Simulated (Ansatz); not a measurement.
`F[Si](F)(Cl)Cl` + HBr → `F[Si](F)(Cl)Br` + HCl at 500 K and 1 bar (ligand exchange at the Si–Cl bond).

Calculated with Ansatz (gas phase, PBE0-D4/def2-TZVP geometries, no zero-point term in ΔE). CBS: MP2 limit from def2 TZ/QZ plus the TZ coupled-cluster correction, frozen cores. This one scheme is used for every species. For Br outer-core shells are correlated without core-valence functions, which leaves a few kJ/mol of doubt a bond. Scalar relativity is left out up to krypton.

| species | CCSD(T)/CBS energy (Eh) | H − E (kJ/mol) | S (J/(mol·K)) |
| --- | --- | --- | --- |
| `F[Si](F)(Cl)Cl` | -1408.46553 | 61.7 | 369.0 |
| HBr | -2573.91920 | 30.5 | 213.7 |
| `F[Si](F)(Cl)Br` | -3522.00110 | 61.1 | 387.4 |
| HCl | -460.38127 | 32.5 | 201.9 |

H − E and S are ideal-gas, rigid-rotor, harmonic terms from PBE0-D4/def2-TZVP. 1 Eh = 2625.50 kJ/mol, R = 8.31446 J/(mol·K).

Task: By hand: ΔE, ΔH, ΔS and ΔG.

Result: ΔE = (-3522.00110) + (-460.38127) − (-1408.46553) − (-2573.91920) = 0.00236 Eh = 6.2 kJ/mol. Δ(H − E) = 61.1 + 32.5 − 61.7 − 30.5 = 1.4, so ΔH = 7.6 kJ/mol. ΔS = 387.4 + 201.9 − 369.0 − 213.7 = 6.6 J/(mol·K). ΔG = 7.6 − 500 × (6.6)/1000 = 4.3 kJ/mol.

Task: By hand: the equilibrium constant, and the temperature at which ΔG would vanish if ΔH and ΔS stayed fixed.

Result: log₁₀ K = −ΔG/(RT ln 10) = -0.4. ΔG = 0 at ΔH/ΔS = 1152 K, though so small a ΔH makes that figure unsure.

TΔS isn't small against ΔH here. The sign of ΔG lies within the doubt. A doubt of 5 kJ/mol in ΔE shifts log₁₀ K by 0.5 here. These are equilibria of isolated gas molecules and say nothing of rates. Largest T1 diagnostic: 0.010 (customary marks: 0.02 for closed shells, 0.045 for open ones).
